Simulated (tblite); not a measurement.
**Question.** What does the GFN2-xTB structure of InChI=1S/C4H10OSi3/c6-8(7)4-2-1-3-5-4/h1-3,8H,6-7H3 look like in three dimensions?

**Answer.** 
```xyz
18
C4H10OSi3 angstrom
Si    -1.5601    2.2287   -0.4455
Si    -1.0708   -0.0429   -0.5309
Si    -2.1391   -1.4067    1.0198
C      0.7831   -0.2491   -0.3108
C      1.7908   -0.7298   -1.1008
C      2.9861   -0.6200   -0.3548
C      2.6262   -0.0793    0.8405
O      1.3045    0.1484    0.8788
H     -0.8323    3.0452   -1.4217
H     -1.2615    2.7990    0.8711
H     -2.9878    2.4578   -0.6907
H     -1.2748   -0.5619   -1.9006
H     -3.5939   -1.3436    0.8455
H     -1.7694   -2.8229    0.9408
H     -1.8615   -0.9844    2.3953
H      1.6823   -1.1127   -2.0950
H      3.9730   -0.8997   -0.6634
H      3.1965    0.1800    1.7109
```

Any rigid rotation of these coordinates is as good. Atoms count from 1 in this order. The 5-membered ring C4–C5–C6–C7–O8 has internal angles of 105.7° to 110.7°; it is planar, 0.00 Å rms from its mean plane, widest ring torsion 0°. Si2 (SiH silicon) is distorted tetrahedral (angles from 101.9° to 116.9°). The C–C distances run from 1.360 Å (C6–C7, aromatic) to 1.413 Å (C5–C6, aromatic), a spread of 0.053 Å. Si1 (SiH3 silicon) is distorted tetrahedral (angles from 106.3° to 114.5°).

Bonds between heavy atoms (Å): Si1–Si2 2.325, Si2–Si3 2.325, Si2–C4 1.878, C4–C5 1.368, C5–C6 1.413, C6–C7 1.360, C7–O8 1.342, C4–O8 1.358.

Computed geometry: GFN2-xTB, gas phase.

Point group: Cs (tolerance 0.08 Å). Its lowest GFN2-xTB frequency is 14 cm⁻¹, too small to tell a flat minimum from a shallow saddle. One conformer, not necessarily the lowest (Si1–Si2–C4–C5 -116°). 2 starts were optimised and ended at 0.00 and 0.15 kcal/mol (GFN2-xTB); the lowest of these is shown.
